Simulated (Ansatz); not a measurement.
Ansatz results at the PBE0-D4/def2-TZVP geometry: LUMO energy (PBE0/def2-TZVPP) 0.15 eV; HOMO energy (ωB97M-V/def2-TZVPP) -6.72 eV; HOMO–LUMO gap (PBE0/def2-TZVPP) 4.88 eV.

Each molecule was computed in one conformer, which needn't be the lowest.

(1) Which molecule gave them?
A. `CN(C)c1ccc(N(C)C)cc1`
B. `[BH]`
C. `[LiH]`
D. `C/C=C\C`

## Answers

(1) A. The others give `[LiH]`: -1.02, -7.68, 4.43; `[BH]`: -2.34, -8.91, 4.33; `C/C=C\C`: 0.79, -9.13, 7.69.
